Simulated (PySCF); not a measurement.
Input file for PySCF: R-HF/STO-3G on C2H6Ge (a complex), monomers drawn apart or pushed together.

```python
from pyscf import gto, scf, dft, mp
from pyscf.data.elements import chemcore

mol = gto.M(
    atom='''
    C     0.05906047    0.53007955   -0.26258428
    C    -0.10872583   -0.65430356   -0.22625497
    H     0.20757844    1.58185548   -0.29305975
    H    -0.25793945   -1.70579050   -0.19013351
    Ge    0.02812744    0.06674639    4.05719881
    H    -0.74783481   -1.16805474    3.57811664
    H     0.01007173    0.10886345    5.59523155
    H    -0.63626799    1.33763941    3.51009065
    H     1.48117396   -0.01154978    3.57062738
    ''',
    basis='sto-3g',
    charge=0, spin=0, verbose=3, max_memory=1800)
mf = scf.RHF(mol)
mf.conv_tol = 1e-8
mf.max_cycle = 100
mf.kernel()
if not mf.converged:
    mf = mf.newton().run(mf.mo_coeff, mf.mo_occ)
```

Predict the final total energy.

-2129.9274 hartree.
